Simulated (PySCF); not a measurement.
# Sound and unsound settings

Molecule: SMILES C#CCCS(=O)(=O)[O-], [C4H5O3S]-; geometry GFN2-xTB.

Molfile (atoms numbered from 1):
```
C4H5O3S
     RDKit          3D

 13 12  0  0  0  0  0  0  0  0999 V2000
   -2.8200   -0.6269    1.0983 C   0  0  0  0  0  0  0  0  0  0  0  0
   -1.7609   -0.6164    0.5372 C   0  0  0  0  0  0  0  0  0  0  0  0
   -0.4749   -0.5665   -0.1166 C   0  0  0  0  0  0  0  0  0  0  0  0
    0.3383    0.6609    0.2230 C   0  0  0  0  0  0  0  0  0  0  0  0
    1.8801    0.4176   -0.7538 S   0  0  0  0  0  6  0  0  0  0  0  0
    1.4176    0.3469   -2.1392 O   0  0  0  0  0  0  0  0  0  0  0  0
    2.7106    1.5842   -0.4649 O   0  0  0  0  0  0  0  0  0  0  0  0
    2.4291   -0.8408   -0.2503 O   0  0  0  0  0  0  0  0  0  0  0  0
   -3.7493   -0.6435    1.5854 H   0  0  0  0  0  0  0  0  0  0  0  0
   -0.5972   -0.5822   -1.2036 H   0  0  0  0  0  0  0  0  0  0  0  0
    0.1266   -1.4387    0.1562 H   0  0  0  0  0  0  0  0  0  0  0  0
   -0.1193    1.5869   -0.1105 H   0  0  0  0  0  0  0  0  0  0  0  0
    0.6148    0.7191    1.2710 H   0  0  0  0  0  0  0  0  0  0  0  0
  1  2  3  0
  2  3  1  0
  3  4  1  0
  4  5  1  0
  5  6  2  0
  5  7  2  0
  5  8  1  0
  1  9  1  0
  3 10  1  0
  3 11  1  0
  4 12  1  0
  4 13  1  0
M  CHG  1   8  -1
M  END
```

All runs: PySCF 2.14, non-relativistic, gas phase unless a solvent (IEF-PCM) is named; grid level 2, GIAOs and SCF threshold 1e-9 unless changed. The yardstick, PBE0/pcSseg-1, gives these isotropic shieldings σ (ppm, equivalent atoms averaged): C2 88.9, C4 128.6, C3 169.4, S5 187.4, O6/O7/O8 120.8, H10/H11 28.63, H9 30.92.

Q: What do these inputs give? (1) CAM-B3LYP/6-31G*; grid level 0; max_cycle 64; scale 1.89; altered: scale 1.89; (2) PBE0/6-31++G**; (3) WP04/pcSseg-1; damp 0.3; (4) wB97X-D/pcSseg-1; max_cycle 75; squeeze 0.8; altered: squeeze 0.8; (5) SCAN/IGLO-II; max_cycle 98; squeeze 0.5; altered: squeeze 0.5; (6) HF/ANO-RCC-VDZP; common gauge at [10, 10, 10]; max_cycle 91

A: 
```
run        outcome  functions  wall time     C2     C4     C3     S5  O6/O7/O8  H10/H11       H9
  1  not converged        126       10 s      –      –      –      –         –        –        –
  2      converged        178       20 s  108.4  142.2  180.6  248.2     141.2    28.59    31.00
  3      converged        168       19 s   85.3  115.4  155.8  159.7     114.7    28.93    31.37
  4      converged        168       19 s  101.1  130.6  154.2  181.3     120.8    28.65    32.71
  5        refused          –       27 s      –      –      –      –         –        –        –
  6      converged        141      4.6 s   64.4  285.7   64.6  224.2     163.7  -247.81  -124.33
```

Times are on 1 thread of an Arm Neoverse V2, shared host.

Q: Comment on the technical settings and failures.

A: 
- Run 1: All coordinates were scaled by 1.89, as happens with a wrong length unit (bohr read as Å or the reverse). The SCF stopped after 64 cycles without meeting its threshold and the cycle limit at 64, so no response property followed.
- Run 3: The functional differs from the yardstick's, which in itself moves the values. The damping changes the path of the SCF (18 cycles), not the solution, provided the same state is reached.
- Run 4: The functional differs from the yardstick's, which in itself moves the values. One bond was set to 0.8 of its length. The cycle limit changes the path of the SCF (11 cycles), not the solution, provided the same state is reached.
- Run 5: The program stopped with: NotImplementedError: meta-GGA GIAO One bond was set to 0.5 of its length.
- Run 6: The functional and orbital basis differ from the yardstick's, which in itself moves the values. A common gauge origin replaces GIAOs; in a finite basis the shieldings then depend on that origin, the more so the further away the nucleus and the smaller the basis. The cycle limit changes the path of the SCF (11 cycles), not the solution, provided the same state is reached.

Runs 1, 4, 5, 6 were set up unsoundly or failed; their numbers aren't to be quoted as properties of the molecule.
